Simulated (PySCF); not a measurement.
Compound: C₇H₄F₂O.
SMILES: `C=C1C=CC(=O)C(F)=C1F`

Method used: TDDFT CAM-B3LYP/def2-SVPD, vertical, gas phase, core orbitals frozen in the response (PySCF 2.14.0, density-fitted response routines). Isolated species at its GFN2-xTB geometry, gas phase.

Computed states:

```csv
state,E (eV),f
S1,3.51,0.0000
S2,4.19,0.051
S3,4.76,0.571
S4,6.28,0.035
S5,6.56,0.0004
S6,6.68,0.0002
S7,6.78,0.0006
S8,7.07,0.0002
```

Each state is given a Gaussian of 0.4 eV full width at half maximum, with ε(max) = 2.175×10⁸ f / Δν̃ (Δν̃ the width in cm⁻¹). The cross-section is σ = 3.8235×10⁻²¹ ε cm², given in Mb (10⁻¹⁸ cm²). The width is an assumption, not a result. The curve ends short of the highest state used, and states not computed would add to its high-energy end.

(1) Give the broadened spectrum and its maxima.

(2) On this curve, what absorbance would a 10⁻³ mol/L sample give at 266 nm over a 1 cm path?

(3) Coming from long wavelengths, where does ε first pass 100 L mol⁻¹ cm⁻¹?

(4) Does any computed singlet lie in the visible range?

Results:

(1) 
| E (eV) | σ (Mb) |
| --- | --- |
| 2.91 | 0.00 |
| 3.03 | 0.00 |
| 3.15 | 0.00 |
| 3.28 | 0.00 |
| 3.40 | 0.00 |
| 3.52 | 0.01 |
| 3.65 | 0.08 |
| 3.77 | 0.58 |
| 3.89 | 2.66 |
| 4.01 | 7.35 |
| 4.14 | 12.76 |
| 4.26 | 14.15 |
| 4.38 | 18.97 |
| 4.50 | 47.25 |
| 4.63 | 109.08 |
| 4.75 | 146.80 |
| 4.87 | 120.39 |
| 5.00 | 55.32 |
| 5.12 | 16.04 |
| 5.24 | 2.83 |
| 5.36 | 0.30 |
| 5.49 | 0.02 |
| 5.61 | 0.00 |
| 5.73 | 0.05 |
| 5.86 | 0.41 |
| 5.98 | 1.86 |
| 6.10 | 5.06 |
| 6.22 | 8.40 |
| 6.35 | 8.30 |
| 6.47 | 4.96 |

Maxima: 260 nm (4.76 eV), ε about 38000, made up of S3 (100%); 197 nm (6.28 eV), ε about 2300, made up of S4 (100%) (ε in L mol⁻¹ cm⁻¹; maxima over ε = 5, shares over 10%).

(2) 266 nm is 4.661 eV, where ε is about 32000 L mol⁻¹ cm⁻¹, so A = ε c l ≈ 32 (Beer–Lambert, with the gas-phase spectrum and the assumed width).

(3) At about 331 nm (3.74 eV), 0.23 eV above S1.

(4) No computed singlet lies in the visible range (380 to 750 nm); the lowest, at 353 nm, stands 0.25 eV above its violet end (3.26 eV); a Tamm–Dancoff triplet lies at 536 nm, without intensity as long as spin–orbit coupling is left out.
